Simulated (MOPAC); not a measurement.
MOPAC input (AM1):

```
AM1 1SCF UHF MS=0.5 GEO-OK AUX(PRECISION=9) THREADS=1
FPb

Pb   -0.00000000 1   -0.00000000 1   -0.20489600 1
F     0.00000000 1    0.00000000 1    1.86682600 1
```

From the output:

```
                                                       MOPAC v23.2.5 Linux

          FINAL HEAT OF FORMATION =        -18.35882 KCAL/MOL =     -76.81332 KJ/MOL

          COSMO AREA              =         81.77 SQUARE ANGSTROMS
          COSMO VOLUME            =         66.01 CUBIC ANGSTROMS

          IONIZATION POTENTIAL    =          6.973154 EV
          ALPHA SOMO LUMO (EV)    =         -6.973 -1.948
          BETA  SOMO LUMO (EV)    =        -11.061 -1.386
          NO. OF ALPHA ELECTRONS  =          6
          NO. OF BETA  ELECTRONS  =          5
          MOLECULAR WEIGHT        =        226.1984         POINT GROUP:  C*v

          MOLECULAR DIMENSIONS (Angstroms)

            Atom       Atom       Distance
            F     2   Pb     1     2.07172
            F     2   Pb     1     0.00000
           Pb     1    F     2     0.00000

          SCF CALCULATIONS        =          1

   ATOM   CHEMICAL          X               Y               Z
  NUMBER   SYMBOL      (ANGSTROMS)     (ANGSTROMS)     (ANGSTROMS)

     1      Pb         -0.00000000  *  -0.00000000  *  -0.20489600  *
     2       F          0.00000000  *   0.00000000  *   1.86682600  *

                             CARTESIAN COORDINATES

   1   Pb       -0.000000000    -0.000000000    -0.204896000
   2    F        0.000000000     0.000000000     1.866826000

           Empirical Formula: Pb F  =     2 atoms

      MOLECULAR POINT GROUP   :   C*v

          ALPHA EIGENVALUES
 -43.78854 -17.95515 -12.34454 -11.57584 -11.15924  -6.97315  -1.94812   0.10158

           BETA EIGENVALUES
 -43.74209 -16.93531 -11.82854 -11.74895 -11.06105  -1.38555  -0.34405   0.67056

              NET ATOMIC CHARGES AND DIPOLE CONTRIBUTIONS

  ATOM NO.   TYPE          CHARGE      No. of ELECS.   s-Pop       p-Pop
    1         Pb           0.567019        3.4330     1.94745     1.48553
    2          F          -0.567019        7.5670     1.89584     5.67118
 DIPOLE           X         Y         Z       TOTAL
 POINT-CHG.     0.000     0.000    -5.642     5.642
 HYBRID         0.000     0.000     1.853     1.853
 SUM            0.000     0.000    -3.789     3.789

          ATOMIC ORBITAL ELECTRON POPULATIONS

     Atom    s        px        py        pz
    1 Pb   1.94745   1.05023   0.17588   0.25942
    2  F   1.89584   1.94977   1.82412   1.89729

                    (SZ)    =    0.500000
                    (S**2)  =    0.754084

          ATOMIC ORBITAL SPIN POPULATIONS

    Atom   Total    s     px     py     pz
         Atomic
    1 Pb  0.9949  0.001  0.950  0.032  0.012
    2  F  0.0051 -0.000  0.050 -0.032 -0.013

 **********************
 *                    *
 * JOB ENDED NORMALLY *
 *                    *
 **********************

 == MOPAC DONE ==
```

The geometry given is a B3LYP-D3(BJ)/def2-TZVP minimum.
